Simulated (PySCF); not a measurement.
EPR parameters of C3H11OSSi2

Compound: C3H11OSSi2 (doublet state).
SMILES with atom numbers: `[CH2:1][CH2:2][SiH2:3][Si@H:4]([OH:5])[S:6][CH3:7]` (hydrogens: H8, H9 on C1; H10, H11 on C2; H12, H13 on Si3; H14 on Si4; H15 on O5; H16, H17, H18 on C7)

Structure used (GFN2-xTB), in Å, numbered top down from 1:
```
atom  x, y, z in Å
C1    -3.2992    0.9858    0.3934
C2    -2.4243   -0.0317   -0.1461
Si3   -0.6260    0.3790    0.4777
Si4    0.8947   -1.1790   -0.2910
O5     0.4322   -2.5826    0.3805
S6     2.9113   -0.8182    0.4103
C7     3.2394    0.7584   -0.4260
H8    -3.4019    1.9317   -0.1010
H9    -3.7056    0.8895    1.3810
H10   -2.4090   -0.0310   -1.2350
H11   -2.6817   -1.0291    0.2049
H12   -0.6918    0.4906    1.9420
H13   -0.3114    1.7301   -0.0223
H14    1.0732   -1.3765   -1.7373
H15    1.0476   -3.2925    0.5503
H16    2.5581    1.5172   -0.0526
H17    4.2639    1.0311   -0.1959
H18    3.1217    0.6331   -1.4978
```

The hyperfine couplings belong to this conformer and change with its torsions.

Method: UKS B3LYP, pcH-1 on C H O S Si, non-relativistic, mean-field spin-orbit, GIAO (PySCF 2.14.0). Isolated species at its GFN2-xTB geometry (one conformer only). Couplings are sensitive to structure, and on GFN2-xTB geometries they can be far from those on DFT ones. No stability test was run, so a lower SCF solution isn't excluded.

| Quantity | Value |
| --- | --- |
| g1, g2, g3 | 2.00192, 2.00255, 2.00319 |
| g_iso | 2.00255 |
| Form of g | rhombic: the two nearest values differ by 49 % of g3 − g1 |
| ⟨S²⟩ | 0.7542 (exact 0.7500) |
| α and β electrons | 41, 40 |
| Total energy | -1173.39746 Eh |

Isotropic coupling and dipolar principal values T1 to T3, in MHz:

```tsv
atom	isotope	a_iso	of which spin–orbit	T1	T2	T3	Mulliken spin population
C1	13C	87.1	-0.1	-75.8	-74.9	150.7	0.99
C2	13C	-31.1	0.0	-3.9	0.8	3.1	-0.07
Si3	29Si	-158.7	0.2	-23.8	10.3	13.5	0.08
Si4	29Si	-50.6	0.0	-8.1	3.7	4.4	0.04
O5	17O	0.3	0.0	-0.3	0.1	0.2	0.00
S6	33S	1.4	0.0	-2.0	-1.8	3.8	0.01
C7	13C	1.0	0.0	-0.1	-0.1	0.2	0.00
H8	1H	-58.3	0.0	-36.6	0.2	36.4	-0.04
H9	1H	-58.7	0.0	-36.6	0.2	36.4	-0.04
H10	1H	46.9	0.0	-4.3	-3.8	8.1	0.02
H11	1H	44.5	0.0	-4.3	-3.8	8.1	0.02
H12	1H	-3.9	0.0	-3.4	-1.5	4.9	0.00
H13	1H	-3.5	0.0	-3.4	-1.5	4.9	0.00
H14	1H	4.6	0.0	-0.8	-0.5	1.3	0.00
H15	1H	0.2	0.0	-0.5	-0.4	0.9	0.00
H16	1H	0.3	0.0	-0.6	-0.3	1.0	0.00
H17	1H	-0.1	0.0	-0.3	-0.1	0.5	0.00
H18	1H	0.0	0.0	-0.4	-0.2	0.7	0.00
```

The largest Mulliken spin populations are on C1 (+0.99), Si3 (+0.08) and C2 (-0.07). No atom but C1 exceeds +0.15. The positive populations add up to 1.16 and the negative ones to -0.16, together 2S = 1. The angles at C1 add up to 359.0°, so it is planar; its axial dipolar tensor and the negative couplings of its protons fit spin in a p orbital normal to that plane.

Under fast tumbling the dipolar parts average out, and these isotropic splittings remain: 2 × 1H (H8/H9, I = 1/2, 3 lines) with 2.09 mT, 1 × 1H (H10, I = 1/2, 2 lines) with 1.67 mT, 1 × 1H (H11, I = 1/2, 2 lines) with 1.59 mT, 1 × 1H (H14, I = 1/2, 2 lines) with 0.16 mT, 1 × 1H (H12, I = 1/2, 2 lines) with 0.14 mT and 1 × 1H (H13, I = 1/2, 2 lines) with 0.12 mT.

Means are taken over nuclei equivalent by connectivity, which assumes that they swap fast.

The 13C coupling of C1 (87.1 MHz) shows only in satellite lines or after enrichment, since that isotope makes up about 1.07 % of natural carbon.

The 29Si coupling of Si3 (-158.7 MHz) shows only in satellite lines or after enrichment, since that isotope makes up about 4.7 % of natural silicon.

The run took 2.1 min of wall time (with the writing of density and orbital grids) on Arm Neoverse V1, one thread (shared host), and the process peaked at 1.1 GiB of memory.
